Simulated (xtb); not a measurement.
C2H5S (SMILES [CH2]SC), doublet, from a rough starting geometry; GFN2-xTB in xtb 6.7.1.

The xtb input:
```
$ xtb mol.xyz --gfn 2 --uhf 1 --opt vtight --json

# file mol.xyz
8

C      0.04958041     1.62856446     0.06056487
S     -0.03733872     0.34428647     1.31519099
C      0.01100648    -1.06994798     0.07750460
H      0.88288769     1.66704056    -0.53371264
H     -0.90612636     1.62908391    -0.51907996
H     -0.00930163    -1.99297342     0.67045437
H     -0.85700323    -1.00668459    -0.56197346
H      0.88560609    -1.04945397    -0.57502692
```

Task: Write the output that xtb gives for this input, abridged.

Result: 
```
   ID    Z sym.   atoms
    1    6 C      1, 3
    2   16 S      2
    3    1 H      4-8

           -------------------------------------------------
          |                Calculation Setup                |
           -------------------------------------------------

           -------------------------------------------------
          |                 G F N 2 - x T B                 |
           -------------------------------------------------

          ...................................................
          :                      SETUP                      :
          :.................................................:
          :  # basis functions                  23          :
          :  # atomic orbitals                  22          :
          :  # shells                           12          :
          :  # electrons                        19          :
          :  max. iterations                   250          :
          :  Hamiltonian                  GFN2-xTB          :
          :  restarted?                      false          :
          :  GBSA solvation                  false          :
          :  PC potential                    false          :
          :  electronic temp.          300.0000000     K    :
          :  accuracy                    1.0000000          :
          :  -> integral cutoff          0.2500000E+02      :
          :  -> integral neglect         0.1000000E-07      :
          :  -> SCF convergence          0.1000000E-05 Eh   :
          :  -> wf. convergence          0.1000000E-03 e    :
          :  Broyden damping             0.4000000          :
          :  net charge                          0          :
          :  unpaired electrons                  1          :
          ...................................................

 iter      E             dE          RMSdq      gap      omega  full diag
   1    -10.0388614 -0.100389E+02  0.521E+00    3.71       0.0  T
   2    -10.0344751  0.438637E-02  0.243E+00    4.23       1.0  T
   3    -10.0460306 -0.115555E-01  0.302E+00    3.15       1.0  T
   4    -10.0594629 -0.134324E-01  0.170E+00    3.63       1.0  T
   5    -10.0612358 -0.177284E-02  0.112E+00    3.72       1.0  T
   6    -10.0631651 -0.192933E-02  0.368E-01    3.91       1.0  T
   7    -10.0633744 -0.209281E-03  0.150E-01    3.94       1.0  T
   8    -10.0633100  0.643819E-04  0.220E-01    3.92       1.0  T
   9    -10.0633949 -0.849249E-04  0.109E-01    3.94       1.0  T
  10    -10.0634165 -0.215398E-04  0.629E-02    3.93       1.0  T
  11    -10.0634268 -0.103475E-04  0.757E-03    3.93       4.7  T
  12    -10.0634270 -0.145454E-06  0.153E-03    3.93      23.1  T
  13    -10.0634270 -0.327291E-08  0.859E-04    3.93      41.1  T
  14    -10.0634270 -0.166894E-08  0.292E-04    3.93     121.3  T

   *** convergence criteria satisfied after 14 iterations ***

         :::::::::::::::::::::::::::::::::::::::::::::::::::::
         ::                     SUMMARY                     ::
         :::::::::::::::::::::::::::::::::::::::::::::::::::::
         :: total energy              -9.958151650688 Eh    ::
         :: gradient norm              0.086776564363 Eh/a0 ::
         :: HOMO-LUMO gap              3.931623836856 eV    ::
         ::.................................................::
         :: SCC energy               -10.063426355831 Eh    ::
         :: -> isotropic ES            0.002689839511 Eh    ::
         :: -> anisotropic ES          0.002138357700 Eh    ::
         :: -> anisotropic XC          0.008946079313 Eh    ::
         :: -> dispersion             -0.003490145264 Eh    ::
         :: repulsion energy           0.105274705144 Eh    ::
         :: add. restraining           0.000000000000 Eh    ::
         :: total charge              -0.000000000000 e     ::
         :::::::::::::::::::::::::::::::::::::::::::::::::::::

      -----------------------------------------------------------
[...]
 * total energy  :    -9.9898948 Eh     change       -0.4530848E-04 Eh
 * total energy  :    -9.9899381 Eh     change       -0.4322313E-04 Eh
 * total energy  :    -9.9899689 Eh     change       -0.3089636E-04 Eh
 * total energy  :    -9.9899838 Eh     change       -0.1481452E-04 Eh
 * total energy  :    -9.9899979 Eh     change       -0.1414484E-04 Eh
 * total energy  :    -9.9900143 Eh     change       -0.1642631E-04 Eh
 * total energy  :    -9.9900259 Eh     change       -0.1157021E-04 Eh
 * total energy  :    -9.9900296 Eh     change       -0.3662823E-05 Eh
 * total energy  :    -9.9900304 Eh     change       -0.8757062E-06 Eh
 * total energy  :    -9.9900307 Eh     change       -0.3063404E-06 Eh
 * total energy  :    -9.9900309 Eh     change       -0.1172769E-06 Eh
 * total energy  :    -9.9900309 Eh     change       -0.3844480E-07 Eh
   *** GEOMETRY OPTIMIZATION CONVERGED AFTER 31 ITERATIONS ***
         :: total energy              -9.990030905231 Eh    ::
[...]
         4        2.0000           -0.5092356             -13.8570
         5        2.0000           -0.5086781             -13.8418
         6        2.0000           -0.4982929             -13.5592
         7        2.0000           -0.4592333             -12.4964
         8        2.0000           -0.4481831             -12.1957
         9        2.0000           -0.4045052             -11.0071
        10        1.0000           -0.2994413              -8.1482 (HOMO)
        11                         -0.1911158              -5.2005 (LUMO)
        12                         -0.1198669              -3.2617
        13                         -0.0007063              -0.0192
        14                          0.0067485               0.1836
        15                          0.0404383               1.1004
        16                          0.1257845               3.4228
        17                          0.1809497               4.9239
        18                          0.2122206               5.7748
        19                          0.2220665               6.0427
        20                          0.2469741               6.7205
        21                          0.3412763               9.2866
        22                          0.5414510              14.7336
      -------------------------------------------------------------
                  HL-Gap            0.1083255 Eh            2.9477 eV
             Fermi-level           -0.2986259 Eh           -8.1260 eV

     #   Z          covCN         q      C6AA      α(0)
     1   6 C        2.828    -0.107    30.694     9.078
     2  16 S        1.945    -0.084   144.533    20.234
     3   6 C        3.744    -0.062    21.756     6.654
     4   1 H        0.926     0.032     2.555     2.500
     5   1 H        0.927     0.038     2.482     2.463
     6   1 H        0.925     0.061     2.182     2.310
     7   1 H        0.925     0.062     2.172     2.305
     8   1 H        0.925     0.059     2.214     2.327

 Mol. C6AA /au·bohr⁶  :        887.518581
 Mol. C8AA /au·bohr⁸  :      27297.494239
 Mol. α(0) /au        :         47.870782

Wiberg/Mayer (AO) data.
largest (>0.10) Wiberg bond orders for each atom

 ---------------------------------------------------------------------------
     #   Z sym  total        # sym  WBO       # sym  WBO       # sym  WBO
 ---------------------------------------------------------------------------
     1   6 C    3.459 --     2 S    1.469     4 H    0.980     5 H    0.979
     2  16 S    2.515 --     1 C    1.469     3 C    1.001
     3   6 C    3.978 --     2 S    1.001     6 H    0.984     8 H    0.982
                             7 H    0.982
     4   1 H    0.999 --     1 C    0.980
     5   1 H    0.999 --     1 C    0.979
     6   1 H    0.996 --     3 C    0.984
     7   1 H    0.996 --     3 C    0.982
     8   1 H    0.997 --     3 C    0.982
 ---------------------------------------------------------------------------

Topologies differ in total number of bonds
Writing topology from bond orders to xtbtopo.mol

molecular dipole:
                 x           y           z       tot (Debye)
 q only:        0.123      -0.465      -0.225
   full:        0.317      -0.483      -0.500       1.942
molecular quadrupole (traceless):
                xx          xy          yy          xz          yz          zz
 q only:       -0.350       0.076       1.169       0.102      -0.211      -0.818
  q+dip:        0.220       0.561       1.821       0.231      -0.608      -2.041
   full:       -0.237       0.479       2.352       0.247      -0.400      -2.115

optimized geometry written to: xtbopt.xyz

           -------------------------------------------------
          | TOTAL ENERGY               -9.990030905231 Eh   |
          | GRADIENT NORM               0.000028717186 Eh/α |
          | HOMO-LUMO GAP               2.947687627556 eV   |
           -------------------------------------------------

normal termination of xtb
```
